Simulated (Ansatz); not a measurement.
C6H12S can be A, `C1CCCSCC1`, or B, `SC1CCCCC1`.

Program: Ansatz. Geometries: PBE0-D4/def2-TZVP. ΔE: electronic, gas phase. CCSD(T)/CBS is the MP2 limit (def2-TZVPP, def2-QZVPP) plus CCSD(T) − MP2 in def2-TZVPP, frozen cores. DFT in def2-TZVPP. B3LYP here is the variant with VWN-RPA as its local correlation; programs differ in this. Each species was taken in one conformer, which may not be the lowest.

A:

```xyz
19

C     0.919    0.245    0.979
C    -0.576    0.287    1.304
C    -1.470    0.977    0.279
C    -1.196    0.634   -1.180
S    -0.851   -1.103   -1.532
C     0.929   -1.114   -1.221
C     1.365   -1.006    0.229
H     1.217    1.144    0.426
H     1.480    0.277    1.918
H    -0.725    0.793    2.264
H    -0.927   -0.739    1.446
H    -1.376    2.065    0.382
H    -2.511    0.738    0.516
H    -0.345    1.204   -1.564
H    -2.054    0.906   -1.797
H     1.283   -2.056   -1.647
H     1.370   -0.310   -1.820
H     1.008   -1.886    0.774
H     2.461   -1.057    0.243
```

B:

```xyz
19

S    -0.8246    1.8016    1.4683
C     0.1417    0.2567    1.3036
C     1.3229    0.5339    0.3771
C     0.9015    0.7104   -1.0758
C     0.0903   -0.4828   -1.5626
C    -1.1137   -0.7341   -0.6650
C    -0.6921   -0.9104    0.7862
H    -1.7097    1.3317    2.3613
H     0.5228    0.0240    2.3002
H     1.8795    1.4063    0.7305
H     2.0017   -0.3246    0.4509
H     0.3030    1.6223   -1.1778
H     1.7890    0.8495   -1.6996
H     0.7305   -1.3747   -1.5692
H    -0.2337   -0.3246   -2.5952
H    -1.8038    0.1128   -0.7373
H    -1.6614   -1.6196   -0.9997
H    -1.5657   -1.0613    1.4270
H    -0.0783   -1.8169    0.8768
```

(1) Which isomer does CCSD(T)/CBS put lower? Give the gap. (Best estimate.)

(2) Give E(B) − E(A) in kcal/mol with r2SCAN-D4, MP2/def2-TZVPP, B3LYP, B2PLYP, HF/def2-TZVPP, PBE-D4, CCSD/def2-TZVPP. (Estimate.)

Largest T1 diagnostic: 0.010.

## Answers

(1) Ansatz gave: B, by 5.4 kcal/mol.

(2) Ansatz gave: r2SCAN-D4 -4.9, MP2/def2-TZVPP -6.3, B3LYP -4.3, B2PLYP -4.9, HF/def2-TZVPP -6.2, PBE-D4 -4.0, CCSD/def2-TZVPP -6.4. None reverses the order clearly.

From PBE to PBE0 (25 % exact exchange), in def2-TZVPP and without D4, E(B) − E(A) moves by −0.9 kcal/mol.
